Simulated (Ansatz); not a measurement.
```xyz
13

C    -2.394    0.663    0.589
O    -1.044    0.770    1.014
Sn    0.211   -0.660    0.707
F     1.576   -0.479    2.011
F    -0.684   -2.310    0.975
O     1.039   -0.753   -1.031
C     2.167    0.047   -1.349
H    -2.876   -0.245    0.963
H    -2.480    0.686   -0.503
H    -2.923    1.528    0.994
H     2.978   -0.071   -0.624
H     2.525   -0.284   -2.326
H     1.906    1.109   -1.419
```

Charge 0, multiplicity 1. Sn: def2 effective core potential.

Task: List the r2SCAN/def2-TZVPP orbital energies in eV (Ansatz 0.2.0). (An estimate is asked.)

Result: Computed: Occupied: -665.78, -665.78, -516.47, -516.47, -274.70, -274.70, -138.56, -93.45, -93.41, -93.35, -30.85, -30.70, -28.58, -28.19, -27.81, -27.78, -27.12, -26.08, -25.87, -17.98, -17.78, -14.01, -12.38, -11.91, -11.78, -11.62, -11.58, -11.29, -10.83, -10.06, -10.04, -9.89, -9.84, -8.39, -7.91, -7.46, -7.32. Lowest empty: -3.09, 0.10, 0.34, 0.88, 1.74, 2.29, 2.82, 2.85.
